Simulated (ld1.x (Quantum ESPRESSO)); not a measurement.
**Before and after: TM potential for Cl (Z = 17)**

| Item | Value |
| --- | --- |
| Element | Cl |
| Generator | ld1.x (Quantum ESPRESSO) 7.5 |
| Type | norm-conserving Troullier–Martins (Kleinman–Bylander form) |
| Functional | LDA (PZ) |
| Relativity | non-relativistic |
| Frozen core | [Ne] |
| Valence charge | 7 |
| Reference configuration | 3s2 3p5 |
| Partial waves | 3s (bound): rc 1.35 bohr; 3d channel at 0.45 Ry: rc 1.05 bohr; 3p (bound): rc 1.20 bohr |
| Local potential | the p channel |
| Core correction | none |

All-electron outer shells of the reference configuration (LDA (PZ), non-relativistic, ld1.x):

| shell | level (eV) | outermost node (bohr) | outermost maximum (bohr) |
| --- | --- | --- | --- |
| 2p | -191.57 | – | 0.30 |
| 3s | -20.53 | 0.56 | 1.29 |
| 3p | -8.72 | 0.53 | 1.43 |

Change: core correction a·sin(br)/r model core inside 0.96 bohr.

Cutoffs: the cutoffs (Ry, on a coarse ladder) from which the occupation-weighted sum of valence levels, in a spherical-Bessel basis at the reference potential, stays within 10 and 1 mRy of its value at 400 Ry; they do not see the model core or the augmentation charge, which bear on the density cutoff. Errors are all-electron minus pseudo energies relative to the spin-unpolarised reference configuration.

Problem. How do hardness, ghosts and transferability respond?

Solution. The potential gets neither clearly harder nor softer (60 Ry and 110 Ry → 60 Ry and 110 Ry); of the 9 tests that both files solve, the error grows in 0 and shrinks in 7 by more than 15 % and 0.3 meV (median size 17.2 → 8.2 meV); neither file shows a bound ghost. Exchange and correlation are not linear in the density, so unscreening with the valence charge alone errs where core and valence overlap; a model core restores that term. A model core, the more so a compact one, raises the density cutoff, which this test does not measure.

| quantity | base | changed |
| --- | --- | --- |
| cutoff, loose | 60 Ry | 60 Ry |
| cutoff, tight | 110 Ry | 110 Ry |
| bound ghosts | none | none |
| error for 3s2 3p4, meV [ΔE 13.99 eV] | +5.3 | +4.4 |
| error for 3s2 3p3, meV [ΔE 39.53 eV] | +35 | +28 |
| error for 3s2 3p2, meV [ΔE 77.93 eV] | +122 | +92 |
| error for 3s1 3p5, meV [ΔE 26.39 eV] | +12 | +8.2 |
| error for 3s2 3p4.5, meV [ΔE 5.64 eV] | +1.0 | +0.8 |
| error for 3s2 3p1, meV [ΔE 130.30 eV] | +321 | +225 |
| error for 3s2 3p5.3, meV [ΔE -2.18 eV] | +0.2 | +0.2 |
| error for 3s2 3p5 (spin-polarised), meV [ΔE -0.19 eV] | +17 | +5.2 |
| error for 3s2 3p4 (spin-polarised), meV [ΔE 13.11 eV] | +95 | +31 |
| s: phases at 1.51 bohr within 0.05 rad from the reference energy up to (Ry; the scan ends near 5) | to the end of the scan | to the end of the scan |
| p: phases at 1.51 bohr within 0.05 rad from the reference energy up to (Ry; the scan ends near 5) | to the end of the scan | to the end of the scan |
| d: phases at 1.51 bohr within 0.05 rad from the reference energy up to (Ry; the scan ends near 5) | to the end of the scan | to the end of the scan |
